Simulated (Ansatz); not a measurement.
Stepwise reaction of `[Cl][GeH2][Cl]` with hydrogen, as a gas-phase model of exchange steps in deposition or etching. ΔE in kJ/mol; ΔG adds harmonic PBE0-D4 terms to CCSD(T)/CBS, at 1 bar.

Computed with Ansatz on PBE0-D4/def2-TZVP structures; ΔE is electronic, products minus reactants. CBS: MP2 limit from def2 TZ/QZ plus the TZ coupled-cluster correction, frozen cores. This one scheme is used for every species. DFT in def2-TZVPP. B3LYP here is the variant with VWN-RPA as its local correlation; programs differ in this. For Ge outer-core shells are correlated without core-valence functions, which leaves a few kJ/mol of doubt a bond. Scalar relativity is left out up to krypton.

```json
{"step": "1", "reaction": "`[Cl][GeH2][Cl]` + H₂ → `[Cl][GeH3]` + HCl", "PBE-D4": "55.2", "B3LYP-D4": "54.6", "ωB97M-V": "53.6", "CCSD(T)/CBS": "52.3", "ΔG(400 K)": "49.1"}
```

(1) Give the row of step 2, `[Cl][GeH3]` + H₂ → GeH₄ + HCl. (An estimate is asked.)

(2) By hand: ΔE of the 2 steps together at CCSD(T)/CBS.

## Answers

(1) The calculation gave: 
| step | reaction | PBE-D4 | B3LYP-D4 | ωB97M-V | CCSD(T)/CBS | ΔG(400 K) |
| --- | --- | --- | --- | --- | --- | --- |
| 2 | `[Cl][GeH3]` + H₂ → GeH₄ + HCl | 49.1 | 50.2 | 49.8 | 48.5 | 48.5 |

(2) (52.3) + (48.5) = 100.8 kJ/mol, or 50.4 kJ/mol a step.

In ΔE the steps differ by no more than 3.8 kJ/mol. All are uphill at CCSD(T)/CBS. ΔG lies between 48.5 and 49.1 kJ/mol a step. PBE-D4 differs from CCSD(T)/CBS by 0.6 to 2.9 kJ/mol a step. Isolated molecules leave out the surface, adducts and barriers. Largest T1 diagnostic: 0.012.
